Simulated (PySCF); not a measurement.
A species of formula C9H11F has this rotational fingerprint, computed with PBE0-D3(BJ)/def2-SVP geometry optimisation, gas phase (PySCF 2.14.0):

* Rotational constants: A = 2634, B = 949.1, C = 821.3 MHz
* Dipole components: |μa| = 0.31 D, |μb| = 1.52 D, |μc| = 0.00 D
* Inertial defect: -109.03 u·Å²
* κ: -0.86

Question: Which candidate fits, each taken in the one conformer that was computed?
A. `[CH3:1][CH2:2][CH2:3][c:4]1[cH:5][cH:6][c:7]([F:8])[cH:9][cH:10]1` with C1–C2–C3–C4 180°, C2–C3–C4–C5 89°
B. `[CH3:1][C:2]([CH3:3])([F:4])[c:5]1[cH:6][cH:7][cH:8][cH:9][cH:10]1` with C1–C2–C5–C6 -116° (PhCF(CH3)2)
C. `[CH3:1][CH2:2][C@H:3]([F:4])[c:5]1[cH:6][cH:7][cH:8][cH:9][cH:10]1` with C1–C2–C3–F4 61°, C2–C3–C5–C6 -71°
D. `[CH3:1][C@H:2]([F:3])[CH2:4][c:5]1[cH:6][cH:7][cH:8][cH:9][cH:10]1` with C1–C2–C4–C5 -65°, C2–C4–C5–C6 102° (PhCH2CHFCH3)

Answer: B. It is CC(C)(F)c1ccccc1, an asymmetric top, point group Cs. The candidates at the same level (rigid rotor, commonest isotopes):

```csv
SMILES,A (MHz),B (MHz),C (MHz),μa (D),μb (D),μc (D),Δ (u·Å²),point group,rotor
CCCc1ccc(F)cc1,4206,592.4,549.9,1.77,0.00,0.18,-54.23,Cs,near-prolate asymmetric top
CC(C)(F)c1ccccc1,2634,949.1,821.3,0.31,1.52,0.00,-109.03,Cs,asymmetric top
C[C@H](F)Cc1ccccc1,3135,719.8,663.3,1.55,0.38,0.59,-101.48,C1,near-prolate asymmetric top
CC[C@H](F)c1ccccc1,2453,896.9,827.3,0.44,1.46,0.13,-158.59,C1,near-prolate asymmetric top
```

`CCCc1ccc(F)cc1` has A 60 % too high; `C[C@H](F)Cc1ccccc1` has B 24 % too low; `CC[C@H](F)c1ccccc1` has A 7 % too low. In the right answer the mirror of this Cs structure is the ab plane, so μc vanishes by symmetry (the 0.01 D computed is a residue). No structure here is proved a minimum.
